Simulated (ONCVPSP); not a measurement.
**Scattering properties, ONCV potential for lutetium**

Lu, optimised norm-conserving Vanderbilt (ONCV), made with ONCVPSP 4.0.1 (PBE, scalar-relativistic). Core [Kr] 4d10 4f14, reference 5s2 5p6 5d1 6s2. Waves: 5s+6s: rc 2.15 bohr, ncon 3, nbas 6, qcut 6.1 1/bohr, 3 projectors, debl 2.8 Ha; 5p: rc 2.05 bohr, ncon 4, nbas 9, qcut 6 1/bohr, 2 projectors, debl 3.4 Ha; 5d: rc 2.65 bohr, ncon 5, nbas 9, qcut 5 1/bohr, 2 projectors, debl 3.5 Ha. Local part: polynomial inside 1.40 bohr (lpopt 4, dvloc0 0 Ha). Core correction: Teter function, fcfact 5, rcfact 1.05.

The phase is arctan(r·R′/R) of the radial function R(r), unwrapped; energies in Ha, scanned from -4 to 5 Ha. A pole is an energy at which the radial function vanishes at the test radius. The pseudo phase is shifted by a multiple of π to meet the all-electron one at the reference energy, and phase errors are pseudo minus all-electron; the curves can meet again beyond the range given. Levels narrower than the energy grid can be missing from the lists of poles.

For each channel, where are the poles, and over which energies does the pseudopotential scatter like the atom?

```tsv
channel	radius (bohr)	reference energy (Ha)	poles, all-electron	poles, pseudo	unbroken range about the reference energy with phases within 0.05 rad	phase error 1 Ha above the reference energy (rad)
s	2.19	-0.17	-2.12, 3.12	-2.12, 3.12	the whole range	+0.000
p	2.08	-1.16	-0.77	-0.77, 4.95	the whole range	-0.000
d	2.70	-0.06	0.37, 3.49	0.37, 3.49	the whole range	+0.002
```

Phases in the d channel:

| E (Ha) | all-electron | pseudo |
| --- | --- | --- |
| -3.98 | 1.418 | 1.418 |
| -3.74 | 1.412 | 1.412 |
| -3.50 | 1.406 | 1.406 |
| -3.26 | 1.399 | 1.399 |
| -3.02 | 1.391 | 1.391 |
| -2.78 | 1.381 | 1.381 |
| -2.54 | 1.370 | 1.370 |
| -2.30 | 1.357 | 1.357 |
| -2.06 | 1.341 | 1.341 |
| -1.82 | 1.322 | 1.322 |
| -1.58 | 1.296 | 1.296 |
| -1.34 | 1.261 | 1.262 |
| -1.10 | 1.211 | 1.211 |
| -0.86 | 1.127 | 1.128 |
| -0.62 | 0.961 | 0.961 |
| -0.38 | 0.484 | 0.485 |
| -0.14 | -0.736 | -0.736 |
| 0.10 | -1.337 | -1.337 |
| 0.34 | -1.552 | -1.551 |
| 0.58 | -1.683 | -1.682 |
| 0.82 | -1.809 | -1.808 |
| 1.06 | -1.996 | -1.992 |
| 1.30 | -2.417 | -2.407 |
| 1.54 | -3.430 | -3.413 |
| 1.78 | -4.128 | -4.123 |
| 2.02 | -4.379 | -4.377 |
| 2.26 | -4.498 | -4.497 |
| 2.50 | -4.568 | -4.568 |
| 2.74 | -4.616 | -4.616 |
| 2.98 | -4.653 | -4.653 |
| 3.22 | -4.683 | -4.683 |
| 3.46 | -4.709 | -4.709 |
| 3.70 | -4.735 | -4.735 |
| 3.94 | -4.760 | -4.760 |
| 4.18 | -4.789 | -4.789 |
| 4.42 | -4.823 | -4.824 |
| 4.66 | -4.868 | -4.871 |
| 4.90 | -4.936 | -4.947 |
